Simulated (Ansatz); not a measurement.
Consider the atomization: `[F][SbH][SbH2]` → F• + 3 H• + 2 Sb•.

Gas-phase electronic energies from Ansatz, PBE0-D4/def2-TZVP geometries. CBS: MP2 limit from def2 TZ/QZ plus the TZ coupled-cluster correction, frozen cores. This one scheme is used for every species, atoms too. DFT in def2-TZVPP. Open shells (•) are unrestricted, without spin–orbit coupling. Spin–orbit coupling would lower the free atoms: a little for F. def2 core potentials past Kr. Bonds to Sb are less sure, by a few kJ/mol each and by 10 to 20 or more in all where they break to atoms, as the def2 sets lack core-valence functions.

`[F][SbH][SbH2]`:

Z-matrix (Å, degrees):
```
Sb
Sb 1 2.835
F 1 1.926 2 97.4
H 1 1.718 2 88.9 3 -93.6
H 2 1.708 1 90.0 3 -66.9
H 2 1.705 1 89.1 3 25.0
```

```
  level  ΔE (kcal/mol)
BLYP-D4          343.8
ωB97M-V          327.9
```

Question: What does CCSD(T)/CBS give? (Best estimate.)

Answer: Ansatz gave: +334.3 kcal/mol. The listed levels differ from it by 9.5, -6.4 kcal/mol.

Largest T1 diagnostic among the species: 0.015.

From BLYP to BHLYP (50 % exact exchange), in def2-TZVPP and without D4, ΔE moves by −23.1 kcal/mol: exact exchange takes away binding that semilocal exchange gives to molecules. In def2-TZVPP, CCSD(T) changes the Hartree–Fock value by +125.1 kcal/mol (the triples alone add +8.3 kcal/mol) and MP2 by +117.6 kcal/mol; breaking electron pairs costs correlation energy, which Hartree–Fock lacks.

For atomizations the MP2-based limit and the directly extrapolated one differ by several kJ/mol either way, and by 10 to 25 for some Ge, Se and Sn compounds, so smaller differences from it don't rank the levels.
